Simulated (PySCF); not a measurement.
PySCF input for H3O3V, SMILES [OH][V]([OH])[OH] (connectivity only; charge and spin as stated), neutral, multiplicity 3, B3LYP-D3(BJ)/def2-SVP. Geometry: B3LYP-D3(BJ)/def2-SVP. A frequency run showed that this geometry is not a minimum. The multiplicity is an assumed one; other spin states were not compared. Other conformers were not sampled.

```python
import numpy as np
from pyscf import gto, scf, dft, df
from pyscf.hessian import thermo

mol = gto.M(
    atom='''
    V     0.09439082   -0.03789661   -0.00000000
    O    -0.03866030   -0.77600230   -1.60352672
    H    -0.41705001   -1.50958240   -2.09797887
    O     0.01396596    1.75923885    0.00000001
    H    -0.83005170    2.23291275    0.00000001
    O    -0.03866030   -0.77600230    1.60352673
    H    -0.41705000   -1.50958240    2.09797887
    ''',
    basis='def2-SVP',
    charge=0,
    spin=2,
    max_memory=1600,
    verbose=3,
)
mf = dft.UKS(mol, xc='b3lyp').density_fit(auxbasis='def2-universal-jkfit')
mf.disp = 'd3bj'
mf.grids.level = 3
mf.conv_tol = 1e-11
mf.max_cycle = 100
mf.kernel()
fine, coarse = mf.grids, dft.Grids(mol).set(level=1).build(with_non0tab=True)
for _ in range(3):  # follow internal instabilities
    mf.grids = coarse
    mo, _, stable, _ = mf.stability(return_status=True, nroots=4)
    mf.grids = fine
    if stable:
        break
    mf.kernel(mf.make_rdm1(mo, mf.mo_occ))

# [left out here: the lines that compute and print the analytic Hessian (its translational invariance restored by hand, since the grid's response is missing), thermochemistry and intensities]
```

Output:

```

WARN: HOMO -0.263320897898622 >= LUMO -0.268807555328294

converged SCF energy = -1171.30663895693  <S^2> = 2.0114006  2S+1 = 3.0075908
<class 'pyscf.df.df_jk.DFUKS'> wavefunction is stable in the internal stability analysis

WARN: DFTD3 does not support analytical Hessian, using finite difference


WARN: Mole.unit (angstrom) is changed to Bohr

Mode                                 0                   1                   2
Irrep
Freq [cm^-1]                      -52.9363            117.6326            164.5252
Reduced mass [au]                   1.1525              2.8320              2.5199
Force const [Dyne/A]               -0.0019              0.0231              0.0402
Char temp [K]                     -76.1635            169.2471            236.7151
Normal mode                   x     y     z       x     y     z       x     y     z
       0   V                -0.00 -0.00 -0.02   -0.09 -0.01  0.00    0.00  0.00 -0.05
       1   O                -0.04  0.00 -0.00    0.07  0.02 -0.02    0.00 -0.10  0.02
       2   H                 0.55 -0.34  0.06    0.33  0.03 -0.22    0.03  0.11 -0.30
       3   O                 0.00 -0.00  0.06    0.08 -0.00 -0.00   -0.00  0.00  0.11
       4   H                 0.00  0.00 -0.11    0.12  0.07  0.00   -0.00 -0.00  0.40
       5   O                 0.04 -0.00 -0.00    0.07  0.02  0.02   -0.00  0.10  0.02
       6   H                -0.55  0.34  0.06    0.33  0.03  0.22   -0.03 -0.11 -0.30
Mode                                 3                   4                   5
Irrep
Freq [cm^-1]                      177.4884            263.4535            319.9141
Reduced mass [au]                   3.2453              1.3436              1.4142
Force const [Dyne/A]                0.0602              0.0549              0.0853
Char temp [K]                     255.3663            379.0509            460.2852
Normal mode                   x     y     z       x     y     z       x     y     z
       0   V                 0.03 -0.05 -0.00    0.00  0.00  0.02   -0.00 -0.01 -0.00
       1   O                -0.02  0.10 -0.06   -0.03  0.03  0.05   -0.02  0.06 -0.07
       2   H                -0.07  0.25 -0.24    0.23  0.26 -0.47    0.19 -0.37  0.41
       3   O                -0.03 -0.06 -0.00   -0.00 -0.00 -0.08    0.01 -0.03  0.00
       4   H                -0.08 -0.14  0.00   -0.00 -0.00 -0.24    0.02 -0.01 -0.00
       5   O                -0.02  0.10  0.06    0.03 -0.03  0.05   -0.02  0.06  0.07
       6   H                -0.07  0.25  0.24   -0.23 -0.26 -0.47    0.19 -0.37 -0.41
Mode                                 6                   7                   8
Irrep
Freq [cm^-1]                      366.2536            402.1951            650.0395
Reduced mass [au]                   1.2770              1.5502              1.2114
Force const [Dyne/A]                0.1009              0.1477              0.3016
Char temp [K]                     526.9574            578.6692            935.2621
Normal mode                   x     y     z       x     y     z       x     y     z
       0   V                 0.00  0.00 -0.01   -0.04 -0.00  0.00   -0.02 -0.01  0.00
       1   O                -0.00 -0.03 -0.01    0.08  0.00 -0.04    0.01 -0.00 -0.00
       2   H                -0.15  0.06 -0.03   -0.49  0.11  0.23   -0.05 -0.01  0.05
       3   O                -0.00  0.00  0.11    0.01 -0.01 -0.00    0.06  0.08  0.00
       4   H                 0.00  0.00 -0.85    0.08  0.11 -0.00   -0.44 -0.78 -0.00
       5   O                 0.00  0.03 -0.01    0.08  0.00  0.04    0.01 -0.00  0.00
       6   H                 0.15 -0.06 -0.03   -0.49  0.11 -0.23   -0.05 -0.01 -0.05
Mode                                 9                  10                  11
Irrep
Freq [cm^-1]                      695.6366            770.8057            798.2137
Reduced mass [au]                   7.0702              7.4561              8.7554
Force const [Dyne/A]                2.0158              2.6101              3.2868
Char temp [K]                    1000.8661           1109.0179           1148.4519
Normal mode                   x     y     z       x     y     z       x     y     z
       0   V                -0.01  0.01 -0.00    0.00  0.08  0.00    0.00 -0.00  0.08
       1   O                 0.02  0.06  0.12   -0.01 -0.05 -0.08   -0.02 -0.06 -0.12
       2   H                -0.01  0.05  0.15    0.00 -0.02 -0.13    0.04 -0.05 -0.18
       3   O                 0.02 -0.15  0.00    0.02 -0.14 -0.00   -0.00 -0.00 -0.01
       4   H                -0.01 -0.19 -0.00   -0.04 -0.23  0.00    0.00  0.00  0.01
       5   O                 0.02  0.06 -0.12   -0.01 -0.05  0.08    0.02  0.06 -0.12
       6   H                -0.01  0.05 -0.15    0.00 -0.02  0.13   -0.04  0.05 -0.18
Mode                                12                  13                  14
Irrep
Freq [cm^-1]                     3804.0335           3902.6919           3906.6002
Reduced mass [au]                   1.0664              1.0676              1.0691
Force const [Dyne/A]                9.0923              9.5809              9.6129
Char temp [K]                    5473.1572           5615.1047           5620.7278
Normal mode                   x     y     z       x     y     z       x     y     z
       0   V                -0.00  0.00 -0.00   -0.00  0.00  0.00   -0.00 -0.00  0.00
       1   O                 0.00  0.00  0.00   -0.02 -0.03 -0.02    0.02  0.03  0.02
       2   H                -0.01 -0.01 -0.01    0.27  0.52  0.36   -0.27 -0.52 -0.36
       3   O                -0.05  0.03 -0.00   -0.00  0.00  0.00    0.00 -0.00 -0.00
       4   H                 0.84 -0.48  0.00    0.00 -0.00  0.00   -0.02  0.01  0.00
       5   O                 0.00  0.00 -0.00    0.02  0.03 -0.02    0.02  0.03 -0.02
       6   H                -0.01 -0.01  0.01   -0.27 -0.52  0.35   -0.27 -0.52  0.36
temperature 298.1500 [K]
pressure 101325.00 [Pa]
Rotational constants [GHz] 6.31883 5.45461 2.97934
Symmetry number 1
Zero-point energy (ZPE) 0.03722 [Eh]   97731.815 [J/mol]
                           tot       elec      trans        rot        vib
Entropy [J/mol/K]       341.516      9.134    166.422    106.907     59.052
Cv [J/mol/K]             88.508      0.000     12.472     12.472     63.565
Cp [J/mol/K]             96.823      0.000     20.786     12.472     63.565
Internal energy [J/mol]                      3718.434   3718.434 107830.453
Internal energy [Eh]   -1171.26274  -1171.30664
Enthalpy [J/mol]                             6197.391   3718.434 107830.453
Enthalpy [Eh]          -1171.26179
Gibbs free energy [J/mol]                  -43421.467 -28155.932  90224.232
Gibbs free energy [Eh] -1171.30057
mode   freq/cm-1   IR/(km/mol)
   1      -52.94         9.911
   2      117.63         2.483
   3      164.53        70.783
   4      177.49         0.216
   5      263.45       247.885
   6      319.91        79.804
   7      366.25       119.453
   8      402.20       193.272
   9      650.04       171.698
  10      695.64         6.144
  11      770.81       192.136
  12      798.21       212.571
  13     3804.03        59.960
  14     3902.69       174.362
  15     3906.60       159.200
max |gradient| / (hartree/bohr): 3.990151780527859e-05
APT charges: [ 1.8001 -0.9366  0.334  -0.8627  0.2677 -0.9366  0.334 ]
```

Self-consistency was reached. The end point has an imaginary mode, so it is no minimum.
